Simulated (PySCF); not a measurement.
## Dipole response of Sb⁻ (antimony, charge -1)

[Kr] 4d10 5s2 5p4, high-spin 3P determinant. Computed with PySCF 2.14 in aug-cc-pVQZ-PP with one added diffuse shell each of s, p, d, f, g type with ECP28MDF (8s8p6d4f3g, 117 functions), with a scalar-relativistic core potential. Coupled (time-dependent) response in atomic units; α is the mean over directions.

```tsv
method	mean α (bohr³)	α xx, yy, zz	C₆ (like pair)	S(−4)
UHF	163.9	118.9, 253.8, 118.9	2408	30910
```

S(−4) is the Cauchy moment in α(ω) = α(0) + S(−4) ω² + …

Spin-orbit coupling is absent.

α(iu) at UHF:

| u (hartree) | α(iu) (bohr³) |
| --- | --- |
| 0 | 163.9 |
| 0.0500 | 124.5 |
| 0.100 | 89.04 |
| 0.200 | 52.23 |
| 0.300 | 34.26 |
| 0.500 | 17.94 |
| 0.750 | 10.01 |
| 1.00 | 6.493 |
| 1.50 | 3.522 |
| 2.00 | 2.288 |
| 3.00 | 1.233 |
| 5.00 | 0.5354 |

A single London oscillator, α(iu) = α/(1 + u²/ω²), gives C₆ = (3/4) ω α². Matching the computed C₆ needs ω = 4 × 2408 / (3 × 163.9²) = 0.120 hartree.

For an ion, C₆ is the dispersion term alone; charge-induced terms of lower order in 1/R come first.

The components differ because the open shell of this determinant is not spherical; for a pure term their mean is the scalar polarisability.

Energies and moments cover only the electrons outside the core potential.
